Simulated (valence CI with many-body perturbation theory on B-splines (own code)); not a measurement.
# Pm11+: electric-dipole lines

Computed by relativistic CI+MBPT: four valence electrons over a frozen Dirac-Fock core [Kr] 4d10, radial functions for each j: 7 s, 7 p, 7 d, 7 f, 4 g, 2 h, with the one-electron correlation potential Σ1, the two-electron term Σ2, the three-electron term Σ3, Breit, model QED; selected CI, second order for the rest, scaled by the run's own slope (own B-spline code, finite nucleus).

No measured levels were compared; by estimate terms of the open shell hold to a few per cent of their energy, and close levels can change places; configurations with another count of f electrons can be misplaced by thousands of cm⁻¹.

Lines 201 to 250 of 572 in falling wavelength, among levels below 29.528 eV, chosen from the strongest by gf and those to the six lowest levels. Wavelengths and rates use the calculated energies, so an error of 2000 cm⁻¹ moves a line at 615.9 Å by 1.2 % and its rate by three times that or more. Electric multipoles are in the length gauge, E1 and E2 with the static RPA response of the core. Weak lines are less certain than strong ones. Lines between different terms over intervals too small for the method are left out, as are lines whose strength nearly cancels. Where a level lies close to another of its J and parity, the split of strength between their lines is uncertain. The highest levels of a list are the least certain.

Names give the largest LS component (configuration and term), which can be under half, so a name can repeat, a term be missing and a line seem to break the LS rules; names also repeat where a configuration has a term twice. Letters in brackets count levels of one name in rising energy.

| λ vac (Å) | Upper | Lower | A (s⁻¹) | log gf | Branch % |
| --- | --- | --- | --- | --- | --- |
| 615.9 | 4f²5s5p ⁵D°_3 [b] | 4f²5s² ³P_2 | 2.89e+08 | -0.94 | 45.3 |
| 614.9 | 4f²5s5p ³H°_6 [a] | 4f²5s² ³H_5 | 2.53e+08 | -0.73 | 61.6 |
| 614.8 | 4f²5s5p ³I°_5 [a] | 4f²5s² ³F_4 | 1.08e+08 | -1.17 | 18.0 |
| 614.3 | 4f³5s ¹D°_2 [a] | 4f²5s² ³F_2 | 2.43e+06 | -3.16 | 17.4 |
| 613.8 | 4f³5s ³I°_5 [c] | 4f²5s² ³H_6 | 1.07e+06 | -3.18 | 0.8 |
| 613.3 | 4f²5s5p ³H°_5 [a] | 4f²5s² ³H_4 | 2.49e+08 | -0.81 | 52.1 |
| 612.7 | 4f²5s5p ³F°_3 [b] | 4f5s²5p ³G_3 | 1.36e+07 | -2.27 | 4.5 |
| 612.7 | 4f³5s ³G°_3 [c] | 4f²5s² ³P_2 | 4.37e+07 | -1.76 | 32.1 |
| 612.1 | 4f³5s ³G°_5 [b] | 4f²5s² ³H_6 | 2.63e+06 | -2.79 | 11.0 |
| 611.7 | 4f²5s5p ³S°_1 | 4f²5s² ¹D_2 | 4.15e+07 | -2.16 | 10.2 |
| 611.3 | 4f²5s5p ⁵G°_4 [a] | 4f²5s² ³H_4 | 5.92e+06 | -2.52 | 8.4 |
| 611.3 | 4f²5s5p ³F°_3 [c] | 4f5s²5p ³F_2 | 1.19e+08 | -1.33 | 37.5 |
| 611.1 | 4f²5s5p ¹F°_3 | 4f5s²5p ³G_4 | 5.46e+06 | -2.67 | 1.3 |
| 611.1 | 4f³5s ¹P°_1 | 4f²5s² ³F_2 | 3.35e+06 | -3.25 | 52.5 |
| 611.0 | 4f²5s5p ³D°_1 [b] | 4f²5s² ³P_2 | 1.98e+07 | -2.48 | 7.6 |
| 610.8 | 4f²5s5p ³H°_4 [b] | 4f²5s² ³F_4 | 7.04e+07 | -1.45 | 22.7 |
| 609.5 | 4f³5s ³L°_7 | 4f²5s² ³H_6 | 5.15e+05 | -3.37 | 58.4 |
| 609.1 | 4f²5s5p ³H°_4 [b] | 4f²5s² ³F_3 | 2.40e+07 | -1.92 | 7.7 |
| 608.5 | 4f²5s5p ³D°_2 [a] | 4f²5s² ³P_2 | 1.20e+08 | -1.48 | 52.2 |
| 608.1 | 4f³5s ³F°_3 [d] | 4f5s²5p ³G_4 | 1.90e+07 | -2.13 | 5.9 |
| 607.6 | 4f²5s5p ³F°_3 [a] | 4f²5s² ¹D_2 | 3.37e+08 | -0.88 | 51.8 |
| 607.2 | 4f²5s5p ³F°_4 [a] | 4f5s²5p ³G_3 | 6.51e+06 | -2.49 | 0.9 |
| 607.0 | 4f³5s ³G°_4 [b] | 4f²5s² ³H_5 | 2.52e+06 | -2.90 | 23.1 |
| 606.7 | 4f³5s ³I°_7 [b] | 4f²5s² ³H_6 | 6.43e+06 | -2.27 | 86.2 |
| 606.4 | 4f²5s5p ³F°_4 [b] | 4f5s²5p ³G_4 | 6.52e+07 | -1.49 | 5.4 |
| 605.9 | 4f³5s ³H°_4 [b] | 4f²5s² ³F_4 | 2.57e+07 | -1.90 | 53.6 |
| 605.5 | 4f²5s5p ⁵S°_2 | 4f²5s² ¹D_2 | 2.45e+07 | -2.17 | 8.2 |
| 605.1 | 4f³5s ⁵D°_4 | 4f²5s² ³H_5 | 4.48e+06 | -2.65 | 5.8 |
| 604.5 | 4f²5s5p ³G°_3 [a] | 4f²5s² ³F_4 | 2.17e+08 | -1.08 | 52.6 |
| 604.2 | 4f³5s ³H°_4 [b] | 4f²5s² ³F_3 | 9.64e+05 | -3.32 | 2.0 |
| 604.1 | 4f³5s ³I°_5 [b] | 4f²5s² ³H_5 | 7.31e+07 | -1.36 | 26.9 |
| 603.7 | 4f²5s5p ⁵G°_3 [b] | 4f²5s² ³P_2 | 2.08e+07 | -2.10 | 5.6 |
| 603.4 | 4f5s5p² ⁵G°_2 | 4f5s²5p ³G_3 | 2.26e+08 | -1.21 | 46.8 |
| 603.0 | 4f²5s5p ³D°_1 [b] | 4f²5s² ³P_1 | 1.50e+08 | -1.61 | 57.3 |
| 603.0 | 4f³5s ³H°_5 [b] | 4f²5s² ³F_4 | 2.62e+06 | -2.80 | 13.2 |
| 602.9 | 4f²5s5p ³I°_5 [a] | 4f²5s² ³H_6 | 6.13e+06 | -2.43 | 1.0 |
| 602.8 | 4f²5s5p ³G°_3 [a] | 4f²5s² ³F_3 | 3.28e+07 | -1.90 | 7.9 |
| 602.5 | 4f³5s ¹F°_3 [a] | 4f²5s² ¹D_2 | 1.89e+07 | -2.14 | 24.4 |
| 602.4 | 4f²5s5p ³H°_5 [b] | 4f²5s² ¹G_4 | 3.90e+08 | -0.63 | 80.6 |
| 600.7 | 4f²5s5p ³D°_2 [a] | 4f²5s² ³P_1 | 7.57e+07 | -1.69 | 33.1 |
| 600.0 | 4f²5s5p ³H°_4 [a] | 4f²5s² ³H_5 | 2.00e+07 | -2.01 | 11.1 |
| 599.7 | 4f³5s ³F°_3 [c] | 4f5s²5p ³G_3 | 1.58e+08 | -1.23 | 35.9 |
| 599.5 | 4f³5s ³I°_5 [c] | 4f²5s² ³H_5 | 8.78e+06 | -2.28 | 6.5 |
| 599.0 | 4f³5s ³D°_3 [c] | 4f²5s² ¹G_4 | 1.94e+08 | -1.14 | 70.1 |
| 598.7 | 4f²5s5p ³F°_2 [a] | 4f²5s² ³F_3 | 2.49e+08 | -1.17 | 84.1 |
| 598.5 | 4f²5s5p ³D°_1 [b] | 4f²5s² ³P_0 | 4.95e+07 | -2.10 | 18.9 |
| 598.4 | 4f³5s ⁵D°_3 | 4f²5s² ³H_4 | 2.35e+06 | -3.05 | 3.4 |
| 598.4 | 4f³5s ³D°_3 [b] | 4f²5s² ³F_4 | 1.10e+06 | -3.38 | 7.4 |
| 598.3 | 4f³5s ³I°_6 [b] | 4f²5s² ³H_5 | 2.91e+06 | -2.69 | 77.9 |
| 598.2 | 4f²5s5p ³G°_5 [a] | 4f²5s² ³F_4 | 3.80e+07 | -1.65 | 9.0 |

How does gf follow from A for the line at 612.1 Å?

gf = 1.4992 × (2J+1)_upper × A / σ², with σ = 163377 cm⁻¹ and 2J+1 = 11: gf = 0.00162.
